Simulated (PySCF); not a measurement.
## How methods differ on the ionisation energy of Pr+

Pr+ [Xe] 4f3 6s1 (high-spin determinant) → Pr(2+) [Xe] 4f3 (high-spin determinant), as a difference of total energies. Computed with PySCF 2.14 in cc-pwCVTZ-X2C, with the spin-free X2C one-electron Hamiltonian (Gaussian nucleus). Correlated levels: valence: [Kr] 4d10 frozen; valence and next inner shell: [Ar] 3d10 frozen. The calculations carry no spin-orbit coupling.

```tsv
method	ionisation energy (eV)	difference from reference (eV)
UHF	9.883	-0.748
MP2 (valence)	10.569	-0.062
SCS-MP2 (valence)	10.394	-0.237
MP2 (valence and next inner shell)	10.661	+0.030
SCS-MP2 (valence and next inner shell)	10.474	-0.157
```

Reference: 10.631 ± 0.02 eV (semi-empirical (NIST evaluation); NIST Atomic Spectra Database, ionization energies).

The reference lies between the lowest fine-structure levels, while these numbers refer to the centres of the terms.

The determinant of Pr+ and of Pr(2+) mixes LS terms, which raises its energy above the lowest term, most at the Hartree-Fock and MP2 levels.
